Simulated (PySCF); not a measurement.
## Spinor energies of Ti³⁺ (titanium, charge +3)

Start: [Ar] 4s1; 4s1/2 filled at m_j = +1/2. Calculated with PySCF 2.14 in x2c-TZVPall-2c with one added diffuse shell each of s, p, d type (7s8p5d1f, 63 functions): generalised Hartree-Fock with the X2C-1e Hamiltonian and a Gaussian nucleus; one run each with spin-orbit coupling (SO) switched off, then screened by Boettger's factors. This is a chosen level, not necessarily the ground level.

```tsv
spinor shell	electrons	ε, spin-free (eV)	ε, screened SO (eV)	weight of nominal j (screened SO)	rms radius, screened SO (bohr)
1s1/2	2	-5060.6	-5060.6	1.000	0.0804
2s1/2	2	-633.88	-633.87	1.000	0.350
2p1/2	2	-529.35	-533.34	1.000	0.318
2p3/2	4	-529.35	-527.38	1.000	0.321
3s1/2	2	-119.97	-119.97	1.000	1.04
3p1/2	2	-88.597	-89.134	0.979	1.11
3p3/2	4	-88.597	-88.332	0.990	1.12
4s1/2	1	-32.051	-32.050	1.000	2.96
```

| quantity | spin-free | screened SO |
| --- | --- | --- |
| E (hartree) | -850.70036 | -850.70683 |
| M_J | 1/2 | 1/2 |
| ⟨J²⟩ | 0.750 | 0.750 |
| ⟨L²⟩ | 0.000 | 0.000 |
| ⟨S²⟩ | 0.750 | 0.750 |

Each row is a mean over spinors that exchange with the open shell spreads, by up to 0.580 eV (3s1/2).

Without spin-orbit coupling the j labels of p, d and f shells carry no meaning; the spin-free column gives the mean over the occupied spinors of each nl shell.
